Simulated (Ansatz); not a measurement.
Reaction (atomization): `[Br][GaH][Br]` → 2 Br• + Ga• + H•

Gas-phase electronic energies from Ansatz, PBE0-D4/def2-TZVP geometries. CCSD(T)/CBS adds triple-zeta CCSD(T) − MP2 to the extrapolated MP2 energy (def2 sets, frozen cores). This one scheme is used for every species, atoms too. Functionals use def2-TZVPP. HSE06 is defined as in plane-wave codes. No spin–orbit coupling; open shells (•) take unrestricted orbitals. Spin–orbit coupling would lower the free atoms: clearly for Br, Ga. For Br, Ga outer-core shells are correlated without core-valence functions, so the limit isn't a true one: a few kJ/mol of doubt a bond, and 10 to 20 or more in all where bonds break to atoms. Scalar relativity is left out up to krypton.

| level | ΔE (eV) | difference from CCSD(T)/CBS |
| --- | --- | --- |
| LDA (SPW92) | 11.09 | 1.20 |
| revPBE-D4 | 9.38 | -0.51 |
| r2SCAN-D4 | 9.92 | 0.03 |
| B97M-V | 9.75 | -0.14 |
| r2SCAN0-D4 | 9.78 | -0.11 |
| HSE06-D4 | 9.69 | -0.20 |
| CAM-B3LYP-D4 | 9.46 | -0.43 |
| ωB97X-V | 9.75 | -0.14 |
| PBE | 9.58 | -0.31 |
| r2SCAN | 9.90 | 0.01 |
| BHLYP | 9.15 | -0.74 |
| MP2/def2-SVP | 9.45 | -0.44 |
| SCS-MP2/def2-TZVPP | 9.67 | -0.22 |
| HF/def2-QZVPP | 7.27 | -2.62 |
| SCS-MP2/def2-QZVPP | 9.83 | -0.06 |
| MP2/CBS(def2) | 10.21 | 0.32 |
| CCSD(T)/CBS | 9.89 | 0 |

Largest T1 diagnostic among the species: 0.013.

From BLYP to BHLYP (50 % exact exchange), in def2-TZVPP and without D4, ΔE moves by +0.15 eV. At CCSD(T), def2-SVP lies −0.76 eV from the extrapolated value and def2-TZVPP −0.26 eV: correlation converges slowly with the basis, and small sets miss more of it in the bonded molecule than in its fragments. Leaving LDA and LC-ωPBE aside and taking each functional with its dispersion term where it has one, the values, not all of them listed here, spread over 0.68 eV, from BLYP-D4 to r2SCAN-D4. LDA lies +1.51 eV from PBE without D4, its usual overbinding.

For atomizations the MP2-based limit and the directly extrapolated one differ by several kJ/mol either way, and by 10 to 25 for some Ge, Se and Sn compounds, so smaller differences from it don't rank the levels.
